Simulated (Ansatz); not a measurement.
Cartesian coordinates (Å):
```xyz
6

B     -1.1258    -0.1248    -0.0245
C      0.3652     0.0401     0.0083
C      1.5671     0.1735     0.0344
H     -1.7252    -0.3158     0.9896
H     -1.7074    -0.0642    -1.0649
H      2.6262     0.2912     0.0572
```
Charge +1, spin multiplicity 2.

Calculation: frozen-core CCSD(T)/cc-pVQZ // PBE0-D3(BJ)/def2-TZVP in Ansatz (a first-principles code). The geometry is that of the parent before the electron was removed.

```
Quantity                       Result
----------------------  -------------
HF energy               -101.78830 Ha
MP2 correlation energy    -0.35725 Ha
```

Q: Estimate the CCSD correlation energy, the (T) correction, the total energy and the T1 diagnostic.

A: 
The CCSD correlation energy is -0.39148 Ha, the (T) correction comes out as -0.01753 Ha and the CCSD(T) total energy comes out as -102.19731 Ha. The T1 diagnostic comes out as 0.035.
